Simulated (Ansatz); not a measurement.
This geometry of ClH + GeH4O (8 atoms, charge 0, multiplicity 1) is a first-order saddle point.

These are results of RKS PBE0/def2-SVP (Ansatz), not measurements.

```xyz
8
Properties=species:S:1:pos:R:3
Ge 0.074 -0.157 -0.081
O 0.087 -0.070 1.932
H -0.780 -0.057 2.364
H 1.417 0.276 -0.658
H -0.838 1.110 -0.037
H -0.769 -1.241 -0.757
Cl 1.347 -2.210 0.951
H 0.564 -0.982 2.045
```

Q: Which two structures does it join? (They come from a converged band through this point; their orientation in space is the band's.)

A: Bonds broken: Ge1–O2, Cl7–H8. Bonds formed: Ge1–Cl7, O2–H8. ClH + GeH4O becomes ClGeH3 + H2O.

First end point:

```xyz
8
Properties=species:S:1:pos:R:3
Ge -0.182 0.192 -0.096
O 0.026 -0.101 1.676
H -0.805 -0.142 2.164
H 1.251 0.310 -0.613
H -0.971 1.503 -0.262
H -0.944 -0.988 -0.721
Cl 1.715 -2.604 1.724
H 1.011 -1.500 1.885
```

Last end point:

```xyz
8
Properties=species:S:1:pos:R:3
Ge 0.411 -0.152 -0.429
O -0.627 -0.292 2.518
H -1.187 -1.076 2.504
H 1.024 -0.122 -1.839
H 0.411 1.234 0.212
H -0.961 -0.832 -0.453
Cl 1.764 -1.426 0.725
H 0.265 -0.665 2.519
```

Q: How far does it lie above each of them?

A: 12.9 kcal/mol above the first and 22.3 kcal/mol above the second. This is the barrier of this one path; another mechanism may lie lower. The orbitals stay closed-shell, which can raise the energy where a bond breaks towards radicals; this wasn't checked here.

The run took 3.2 min on 2 threads of Arm Neoverse V2, with other jobs on the host, peak memory 0.18 GiB.
